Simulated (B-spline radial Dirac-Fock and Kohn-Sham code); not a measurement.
Auger decay of the 4s hole in Gd⁴⁺

System: gadolinium as Gd⁴⁺, configuration 1s2 2s2 2p6 3s2 3p6 3d10 4s2 4p6 4d10 4f6 5s2 5p6.

Method: independent-particle rates on relativistic LDA orbitals of the hole state (multipoles up to L = 3, Coulomb Auger matrix elements, transition energies from Dirac-Fock). Computed with a B-spline atomic structure program. Kinetic energies are configuration averages from the vacuum level; the two-hole energies are estimated from single-hole states.

| transition | kinetic energy (eV) | width (meV) | share (%) |
| --- | --- | --- | --- |
| N1-N4N5 | 5.15 | 173 | 2.7 |
| N1-N5N5 | 11.28 | 118 | 1.9 |
| N1-N3O2 | 15.21 | 936 | 14.9 |
| N1-N3O3 | 21.00 | 1280 | 20.3 |
| N1-N3N6 | 22.96 | 786 | 12.5 |
| N1-N3N7 | 24.05 | 984 | 15.6 |
| N1-N4O1 | 117.8 | 258 | 4.1 |
| N1-N5O1 | 123.6 | 375 | 5.9 |
| N1-N4O2 | 144.1 | 60.9 | 1.0 |
| N1-N4O3 | 149.6 | 157 | 2.5 |
| N1-N5O2 | 149.7 | 150 | 2.4 |
| N1-N4N7 | 153.0 | 88.5 | 1.4 |
| N1-N4N6 | 153.2 | 34.2 | 0.5 |
| N1-N5O3 | 155.4 | 160 | 2.5 |
| N1-N5N6 | 158.1 | 100 | 1.6 |
| N1-N5N7 | 159.5 | 85.9 | 1.4 |
| N1-O1O2 | 258.2 | 22.0 | 0.3 |
| N1-O1O3 | 263.5 | 39.2 | 0.6 |
| N1-N6O1 | 269.3 | 107 | 1.7 |
| N1-N7O1 | 270.1 | 141 | 2.2 |
| N1-N6O3 | 301.0 | 43.6 | 0.7 |
| N1-N7O3 | 301.8 | 50.9 | 0.8 |
| N1-N6N7 | 305.0 | 42.6 | 0.7 |
| N1-N7N7 | 305.9 | 31.3 | 0.5 |

Coster-Kronig rates are the weakest part of this model and often come out 1.5 to 2.5 times too large. Super-Coster-Kronig decay this fast strains the one-particle picture, and such widths tend to come out too large. The listed channels hold 99 % of the non-radiative rate. Summed by principal shells, of 6.30 eV in all: NNO 59.4 %, NNN 39.1 %, NOO 1.5 %.
